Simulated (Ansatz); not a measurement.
Cs₉⁻, 9 atoms. Hardware: 4 threads of Arm Neoverse V2 on a shared host.

In the def2 sets Cs takes a core potential; there is no spin–orbit coupling. Correlated methods freeze no core orbitals; core or outer-core shells of Cs are correlated, in sets that lack core-valence functions.

How many basis functions does each of these Ansatz runs have, and roughly what does it cost? MP2/def2-TZVPD, charge -1 singlet, energy, from earlier orbitals; B3LYP/def2-SVPD, charge -1 singlet, relaxation, 12 steps; BLYP/def2-TZVPD, charge -1 singlet, energy, from earlier orbitals; ωB97X-V/def2-TZVPD, charge -1 singlet, energy, from earlier orbitals; PBE/def2-TZVPD, charge -1 singlet, energy and forces, from earlier orbitals; PBE0/def2-TZVPD, charge -1 singlet, energy, from earlier orbitals; r2SCAN/def2-TZVPD, charge -1 singlet, energy, from earlier orbitals; RPA@PBE/def2-TZVPD, charge -1 singlet, energy, from earlier orbitals; HF/def2-TZVPD, charge -1 singlet, energy, from earlier orbitals.

Other jobs shared the machine, so times can vary by a factor of up to 3.

| run | functions | fitting or Cholesky vectors | wall time | peak host memory (GiB) |
| --- | --- | --- | --- | --- |
| HF/def2-TZVPD, charge -1 singlet, energy, from earlier orbitals | 288 | 2952 | 7.5 s | 1.6 |
| MP2/def2-TZVPD, charge -1 singlet, energy, from earlier orbitals | 288 | 2646 | 18 s | 1.4 |
| PBE/def2-TZVPD, charge -1 singlet, energy and forces, from earlier orbitals | 288 | 2781 | 20 s | 0.85 |
| BLYP/def2-TZVPD, charge -1 singlet, energy, from earlier orbitals | 288 | 2781 | 21 s | 0.85 |
| PBE0/def2-TZVPD, charge -1 singlet, energy, from earlier orbitals | 288 | 2781 | 28 s | 1.4 |
| r2SCAN/def2-TZVPD, charge -1 singlet, energy, from earlier orbitals | 288 | 2781 | 39 s | 1 |
| RPA@PBE/def2-TZVPD, charge -1 singlet, energy, from earlier orbitals | 288 | 2646 | 42 s | 1.6 |
| ωB97X-V/def2-TZVPD, charge -1 singlet, energy, from earlier orbitals | 288 | 2646 | 88 s | 2.7 |
| B3LYP/def2-SVPD, charge -1 singlet, relaxation, 12 steps | 243 | 2450 | 2.7 min | 1.1 |
